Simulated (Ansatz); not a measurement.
One change: `BB(C)OC` becomes `BB(Cl)OC`.

Ansatz, PBE0-D4/def2-TZVP geometries, multiplicity 1. Each molecule was computed in one conformer, which needn't be the lowest.

| property | `BB(C)OC` |
| --- | --- |
| HOMO energy (ωB97M-V/def2-TZVPP) / eV | -9.83 |
| HOMO energy (B3LYP/def2-TZVPP) / eV | -7.36 |
| HOMO–LUMO gap (PBE0/def2-TZVPP) / eV | 5.79 |
| size of the dipole moment (ωB97M-V/def2-TZVPP) / D | 1.05 |
| HOMO–LUMO gap (ωB97M-V/def2-TZVPP) / eV | 10.03 |
| LUMO energy (B3LYP/def2-TZVPP) / eV | -1.97 |

(1) Give the same properties after the change, and the shifts. (Estimate.)

## Answers

(1) Ansatz gave: 
| property | `BB(Cl)OC` | shift |
| --- | --- | --- |
| HOMO energy (ωB97M-V/def2-TZVPP) / eV | -10.44 | -0.61 |
| HOMO energy (B3LYP/def2-TZVPP) / eV | -7.99 | -0.63 |
| HOMO–LUMO gap (PBE0/def2-TZVPP) / eV | 6.19 | 0.40 |
| size of the dipole moment (ωB97M-V/def2-TZVPP) / D | 2.82 | 1.77 |
| HOMO–LUMO gap (ωB97M-V/def2-TZVPP) / eV | 10.40 | 0.37 |
| LUMO energy (B3LYP/def2-TZVPP) / eV | -2.21 | -0.24 |

With PBE0 the HOMO falls by 0.65 eV and the LUMO falls by 0.25 eV, so the gap widens by about 0.40 eV. PBE moves the HOMO by -0.65 eV and ωB97M-V by -0.61 eV. Dipoles are sizes alone; their direction can turn.

B3LYP here is the variant with VWN-RPA as its local correlation; programs differ in this.
